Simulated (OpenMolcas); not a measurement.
## Kr³⁺: effect of the level shift or regulariser

- Program: OpenMolcas 26.06
- Basis: ANO-RCC-VTZP [6s5p3d1f]
- Scalar Hamiltonian: DKH2, point nucleus
- Active space: 3 electrons in 3 orbitals (4p)
- State averaging: 2S+1 = 4 odd, 1 root; 2S+1 = 2 odd, 8 roots
- Spin-orbit coupling: RASSI with atomic mean-field integrals over the reference wave functions, term energies averaged over their components

Methods on the same reference wave functions:
A. CASSCF
B. SS-CASPT2, IPEA 0.25 Eh, imaginary shift 0.1 Eh (closed shells correlated: 3d 4s)
C. SS-CASPT2, IPEA 0.25 Eh, real shift 0.2 Eh (closed shells correlated: 3d 4s)
D. SS-CASPT2, IPEA 0.25 Eh, sigma2 regulariser 0.3 Eh (closed shells correlated: 3d 4s)

Energies in cm-1 above 4s2 4p3 4S* 3/2, the measured ground level; measured values from Saloman, J. Phys. Chem. Ref. Data 36, 215 (2007).

```
          Level      A      B      C      D  Measured
4s2 4p3 4S* 3/2    0.0    0.0    0.0    0.0       0.0
4s2 4p3 2D* 3/2  22005  18570  18600  18570     17038
4s2 4p3 2D* 5/2  23229  19900  19930  19900     18700
4s2 4p3 2P* 1/2  38316  33330  33360  33330     31056
4s2 4p3 2P* 3/2  39989  35180  35220  35180     33406
```

Deviations, from unrounded energies. A percentage is the sum of absolute deviations over the sum of measured energies, with the sign that they share, or ± where signs differ.

| Against measurement | Levels | A | B | C | D |
| --- | --- | --- | --- | --- | --- |
| mean absolute deviation (cm-1) | 4 | 5800 | 1700 | 1700 | 1700 |
| other terms of the ground configuration (%) | 4 | +23.3 | +6.8 | +6.9 | +6.8 |

B, C, D lie about equally close to measurement and A furthest from it. The largest miss of D in the table is 4s2 4p3 2P* 1/2, by +2300 cm-1. The ranking rests on the paired levels alone, and a cruder setting can come out closer through cancelling errors.

Among B to D the level of the table that moves most is 4s2 4p3 2P* 1/2, by 39 cm-1 (lowest in D, highest in C). Moves below CASPT2's spread within the term are not significant.

The mean deviations of B to D differ by less than CASPT2's widest spread within a term (180 cm-1), so their order carries little weight.

From A to B the spin-free energies of the other terms of 4s2 4p3 shown, above 4S*, scale by factors of 0.85 to 0.87.

The lowest spin-free term lies below A's lowest term by 0.140 hartree in B, 0.139 hartree in C, 0.140 hartree in D.

Term energies are means over components that CASPT2 splits; among the terms shown or strongly mixed into the levels shown the widest spread is 180 cm-1 (4s2 4p3 2D*, D). With the s shell closed, the reference lacks s² → p² mixing. Measured partners are found by configuration, term and J. A level has none where our copy of the source lacks it or the pairing is in doubt (some pairs that miss far off the trend of their configuration count as doubtful), and it then counts in no deviation. Only configurations of the active space appear.

* marks odd parity.
